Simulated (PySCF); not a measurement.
## Polarisability and C₆ of Cd (cadmium, neutral)

[Kr] 4d10 5s2, closed-shell 1S. Calculation: PySCF 2.14, in aug-cc-pwCVTZ-PP with ECP28MDF (8s8p7d4f3g, 122 functions); a scalar-relativistic core potential. Coupled (time-dependent) response in atomic units; α is the mean over directions.

| method | mean α (bohr³) | C₆ (like pair) | S(−4) |
| --- | --- | --- | --- |
| UHF | 63.77 | 611.9 | 2030 |
| PBE | 46.43 | 410.8 | 1014 |
| PBE0 | 49.60 | 445.3 | 1170 |

S(−4) is the Cauchy moment in α(ω) = α(0) + S(−4) ω² + …

Reference α: 46 ± 2 bohr³ (recommended; Schwerdtfeger and Nagle, table of static dipole polarizabilities (2023 update)). Published C₆: 405.0 (Gould and Bucko (2016)).

Hartree-Fock lies above the reference because it lacks correlation, which contracts the outer shell.

α(iu) at UHF:

```
u (hartree)  α(iu) (bohr³)
          0          63.77
     0.0500          59.11
      0.100          48.79
      0.200          30.07
      0.300          19.68
      0.500          10.91
      0.750          6.889
       1.00          5.012
       1.50          3.166
       2.00          2.223
       3.00          1.274
       5.00         0.5693
```

Energies and moments cover only the electrons outside the core potential.
